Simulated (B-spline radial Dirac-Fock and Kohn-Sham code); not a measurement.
## Core-level shifts of iridium with charge state

Method: multi-electron Dirac-Fock with separately optimised hole states, Breit and Lamb-shift corrections added in first order. Computed with a radial B-spline solver. Each ion is free and in its tabulated ground configuration. The model has no electron correlation.

Reference: Ir, [Xe] 4f14 5d7 6s2, with 3s 3190.6 eV, 3p1/2 2923.9 eV, 3d5/2 2052.3 eV, 4s 708.2 eV, 5p3/2 59.76 eV, Kα1 (K-L3) 64891.6 eV, Kβ1 (K-M3) 73550.7 eV, Lα1 (L3-M5) 9174.2 eV. Shifts from it, in eV (a dash: the subshell is empty, belongs to an open shell averaged over j, or its hole state is left out as unreliable):

| ion | configuration | 3s | 3p1/2 | 3d5/2 | 4s | 5p3/2 | Kα1 | Kβ1 | Lα1 |
| --- | --- | --- | --- | --- | --- | --- | --- | --- | --- |
| Ir⁺ | [Xe] 4f14 5d7 6s1 | +8.8 | +8.9 | +8.9 | +8.8 | +8.9 | +0.04 | +0.05 | 0.00 |
| Ir²⁺ | [Xe] 4f14 5d7 | +18.8 | +18.8 | +18.9 | +18.7 | +18.7 | +0.16 | +0.19 | +0.02 |
| Ir³⁺ | [Xe] 4f14 5d6 | +34.1 | +34.1 | +34.1 | +33.9 | +32.6 | +0.09 | +0.22 | +0.11 |
| Ir⁴⁺ | [Xe] 4f14 5d5 | +50.7 | +50.7 | +50.7 | +50.4 | +47.4 | +0.01 | +0.29 | +0.26 |
| Ir⁵⁺ | [Xe] 4f14 5d4 | +68.4 | +68.5 | +68.5 | +68.0 | +63.0 | -0.07 | +0.42 | +0.45 |
| Ir⁶⁺ | [Xe] 4f14 5d3 | +87.2 | +87.3 | +87.3 | +86.6 | +79.4 | -0.14 | +0.62 | +0.70 |
| Ir⁷⁺ | [Xe] 4f14 5d2 | +107.0 | +107.2 | +107.2 | +106.1 | +96.4 | -0.20 | +0.87 | +1.00 |
| Ir⁸⁺ | [Xe] 4f14 5d1 | +127.8 | +127.9 | +127.9 | +126.5 | +114.0 | -0.27 | +1.20 | +1.36 |
| Ir⁹⁺ | [Xe] 4f14 | +149.4 | +149.6 | +149.6 | +147.8 | +132.1 | -0.32 | +1.60 | +1.78 |
| Ir¹⁰⁺ | [Kr] 4d10 4f14 5s2 5p5 | +174.7 | +174.9 | +175.0 | +172.5 | – | +0.54 | +3.28 | +2.46 |

Over this range M1 (3s) moves by +174.7 eV and Kα1 by +0.5 eV: a line is a difference of two levels that shift in the same direction.
